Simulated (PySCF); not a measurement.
Two species compared at the same levels of theory.

First species: C₅H₁₁NSi.
SMILES: `C=C[Si@@H](N)C1CC1`

Second species: C₄H₅N₃Si.
SMILES: `c1(ncn(c1)[SiH3])C#N`

Levels: CAM-B3LYP/def2-SVPD for dipole moment, HOMO energy, LUMO energy, HOMO–LUMO gap, static isotropic polarisability and electronic spatial extent ⟨r²⟩ about the centre of nuclear charge; TDDFT CAM-B3LYP/def2-SVPD for lowest singlet excitation; TDA CAM-B3LYP/def2-SVPD for lowest triplet excitation (Tamm–Dancoff); GFN2-xTB for rotational constant A and rotational constant C. Geometries: GFN2-xTB. Each species is one conformer at its optimised geometry, gas phase, non-relativistic unless stated. Electronic properties by PySCF.

The conformers computed, where there is a choice (atom-mapped SMILES and torsion angles):
- `[CH2:1]=[CH:2][Si@@H:3]([NH2:4])[CH:5]1[CH2:6][CH2:7]1`: C1–C2–Si3–N4 -9°, C2–Si3–C5–C6 56°, H–N4–Si3–C2 166°, H–N4–Si3–C2 -57°

| property | column X | column Y |
| --- | --- | --- |
| dipole moment | 0.69 D | 7.89 D |
| HOMO energy | -8.71 eV | -8.69 eV |
| LUMO energy | 0.84 eV | 0.13 eV |
| HOMO–LUMO gap | 9.55 eV | 8.82 eV |
| lowest singlet excitation | 6.43 eV | 6.04 eV |
| lowest triplet excitation (Tamm–Dancoff) | 4.34 eV | 4.06 eV |
| static isotropic polarisability | 89.7 au | 87.9 au |
| electronic spatial extent ⟨r²⟩ about the centre of nuclear charge | 1061 bohr² | 1319 bohr² |
| rotational constant A | 3.020 GHz | 6.098 GHz |
| rotational constant C | 1.257 GHz | 0.817 GHz |

Task: Which column belongs to which species?

Result: Column X is the first species and column Y the second. The first has 18 atoms and 62 electrons, the second 13 and 64.

Task: How does each property change from the first species to the second?

Result: dipole moment +7.20 D; HOMO energy +0.02 eV; LUMO energy -0.71 eV; HOMO–LUMO gap -0.73 eV; lowest singlet excitation -0.39 eV; lowest triplet excitation (Tamm–Dancoff) -0.28 eV; static isotropic polarisability -1.8 au; electronic spatial extent ⟨r²⟩ about the centre of nuclear charge +258 bohr²; rotational constant A +3.078 GHz; rotational constant C -0.440 GHz.

On the first: The vertical singlet–triplet gap S1 − T1 is 2.09 eV (TDDFT singlet less Tamm–Dancoff triplet; S1: HOMO→LUMO, weight 0.64; T1: HOMO−1→LUMO, weight 0.67). No computed singlet falls in the visible range (750 to 380 nm, 1.65 to 3.26 eV); S1 lies 3.17 eV above its blue end.

On the second: S1 lies 2.78 eV below the HOMO–LUMO gap; its leading configuration is HOMO→LUMO, weight 0.92. The 8 singlets span 6.04 to 7.22 eV, and their oscillator strengths add up to 0.62.
